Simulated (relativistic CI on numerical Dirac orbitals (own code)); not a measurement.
**What each ingredient does to the levels of Ne II**

Base calculation: Dirac-Coulomb-Breit CI, orbitals from a KLI potential per configuration, model QED (radiative potential, 1s self-energy scaled to tabulated hydrogen-like ionisation energies), valence Slater integrals scaled by 0.85, P86 correlation energy added to each configuration.

CI space (outside the closed core 1s2): 2s2 2p5, 2s 2p6, 2s2 2p4 3s, 2s2 2p4 3p, 2s2 2p4 3d, 2s2 2p4 4s, 2s2 2p4 4p, 2s2 2p4 4d, 2s2 2p4 4f, 2s2 2p3 3s2, 2s2 2p3 3s 3p. Levels of other configurations are missing.

Variants: (1) Slater integrals left unscaled; (2) self-excluded LDA correlation estimate; (3) configuration mixing switched off; (4) one mean potential for all configurations. Shifts of the energy above 2s2 2p5 2P°_3/2, in cm⁻¹, for the lowest level and the first level of each name with at least 55 % of one term (blank where a level changes its place among those of its configuration and J or its character, or is not in the variant):

```
             Level      Base     Δ(1)     Δ(2)     Δ(3)      Δ(4)  Measured
   2s2 2p5 2P°_3/2       0.0      0.0      0.0      0.0       0.0       0.0
   2s2 2p5 2P°_1/2     763.6     +1.7      0.0      0.0     -19.5     780.3
 2s2 2p4 3s 4P_5/2  216804.2  -2311.6  +4081.4    +25.7   +7689.3  219130.8
 2s2 2p4 3s 4P_3/2  217315.4  -2310.1  +4081.4    +28.1   +7723.9  219648.4
 2s2 2p4 3s 4P_1/2  217612.2  -2311.0  +4081.4    +28.9   +7744.0  219947.5
 2s2 2p4 3s 2P_3/2  221229.6  -1508.3  +4083.5   +263.2   +8243.8  224087.0
 2s2 2p4 3s 2P_1/2  221834.3  -1507.0  +4083.5   +266.2   +8285.6  224699.3
     2s 2p6 2S_1/2  237668.6   -776.9   -561.2  +2710.1   +1880.8  217047.6
 2s2 2p4 3s 2D_5/2  241849.7  +2023.7  +4081.4    -67.9   +6997.9  246394.1
 2s2 2p4 3s 2D_3/2  241853.4  +2023.8  +4081.4    -67.3   +6998.3  246397.5
2s2 2p4 3p 4P°_5/2  244225.1  -2581.9  +5123.6    -98.1  +10782.5  246192.5
2s2 2p4 3p 4P°_3/2  244444.5  -2579.3  +5123.6    -98.0  +10803.3  246415.0
2s2 2p4 3p 4P°_1/2  244633.3  -2584.5  +5123.7    -97.3  +10816.1  246597.7
2s2 2p4 3p 4D°_7/2  246137.2  -2241.1  +5122.6   -170.9  +11162.4  249108.6
2s2 2p4 3p 4D°_5/2  246478.3  -2238.8  +5122.6   -170.0  +11198.5  249446.0
2s2 2p4 3p 4D°_3/2  246727.8  -2241.4  +5122.6   -170.0  +11216.6  249695.5
2s2 2p4 3p 4D°_1/2  246869.2  -2241.7  +5122.6   -170.4  +11227.3  249839.6
2s2 2p4 3p 2D°_5/2  247893.7  -1964.6  +5122.4   -171.6  +11684.4          
2s2 2p4 3p 2D°_3/2  248400.7  -1957.9  +5122.4   -169.8  +11738.0          
2s2 2p4 3p 2S°_1/2  249339.4  -1716.5  +5122.6   -167.0  +11745.9          
2s2 2p4 3p 4S°_3/2  249367.7  -1738.7  +5122.6   -139.2  +11760.1          
2s2 2p4 3p 2P°_3/2  251915.1  -1170.1  +5128.3   +324.2  +12220.7  254165.0
```

Correlation outside the listed configurations is missing or only estimated: errors of thousands of cm⁻¹ between configurations and terms are usual at this charge. Rates and lifetimes follow the computed energies and can be off by large factors. The fine structure of a lone outer electron comes out too small, for d and f at times inverted, and misplaced configurations move strength between like terms. 24 of the 27 excited levels that our extract of the measured tables holds in this range could be paired (the sources list more); they are missed by 3407 cm⁻¹ on average and 20621 at most, and levels without a partner can miss by more.

Measured levels: NIST Handbook of Basic Atomic Spectroscopic Data (Sansonetti and Martin, J. Phys. Chem. Ref. Data 34, 1559 (2005)).

Ionisation energy from the two ground configurations alone: base 40.78 eV; Slater integrals left unscaled 40.52 eV; self-excluded LDA correlation estimate 41.33 eV. The NIST ASD value (measured) is 40.963 eV.

LS names give the leading component of a level, which can be under half, so a name can repeat, a term be missing and a line seem to break the LS rules.
